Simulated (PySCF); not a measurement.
Some computed properties have been withheld. Give your best values.

C8H16.
SMILES: `C=C(CCC)CCC`

Conformer (atom-mapped SMILES and torsion angles): `[CH2:1]=[C:2]([CH2:3][CH2:4][CH3:5])[CH2:6][CH2:7][CH3:8]`: C1–C2–C3–C4 -113°, C2–C3–C4–C5 175°, C1–C2–C6–C7 -117°, C2–C6–C7–C8 60°.

```json
{"property": "point group of the GFN2-xTB geometry", "level": "GFN2-xTB", "value": "C1"}
{"property": "rotational constants A, B, C of the GFN2-xTB geometry", "level": "GFN2-xTB", "value": "2.966, 1.085, 0.932 GHz"}
{"property": "dipole moment", "level": "PBE0/pcSseg-1", "value": "?"}
{"property": "HOMO energy", "level": "PBE0/pcSseg-1", "value": "?"}
{"property": "LUMO energy", "level": "PBE0/pcSseg-1", "value": "?"}
{"property": "13C chemical shifts (computed TMS as zero) by class", "level": "GIAO PBE0/pcSseg-1", "value": "?"}
{"property": "1H chemical shifts (computed TMS as zero) by class", "level": "GIAO PBE0/pcSseg-1", "value": "5.07 (2 H), 2.12 (4 H), 1.42 (4 H), 0.96 (6 H) ppm"}
```

Electronic properties: PySCF, gas phase, density fitting. GFN2-xTB frequencies show an imaginary mode (20i cm⁻¹), so this geometry is no minimum at that level. NMR classes are plain means over equivalent atoms (diastereotopic ones count apart unless rotation or inversion swaps them), as if these changed places fast; in this geometry the members of some classes differ.

(1) What is the HOMO energy?

(2) Give the 13C chemical shifts (computed TMS as zero) by class.

(3) The dipole moment?

(4) The LUMO energy?

## Answers

(1) -7.02 eV.

(2) 158.5 (1 C), 118.7 (1 C), 40.5 (2 C), 24.7 (2 C), 15.9 (2 C) ppm.

(3) 0.55 D.

(4) 0.61 eV.

The rotational constants make it an asymmetric top with κ = (2B − A − C)/(A − C) = -0.85, nearer the prolate limit (−1). With B = h/(8π²I), that is 505.379 GHz u Å² over I, the principal moments of inertia are 170.4, 465.8 and 542.0 u Å² (most abundant isotopes). The dipole equals about 1.8 × 10⁻³⁰ C·m (1 D = 3.33564 × 10⁻³⁰ C·m).

One conformer stands for the species.
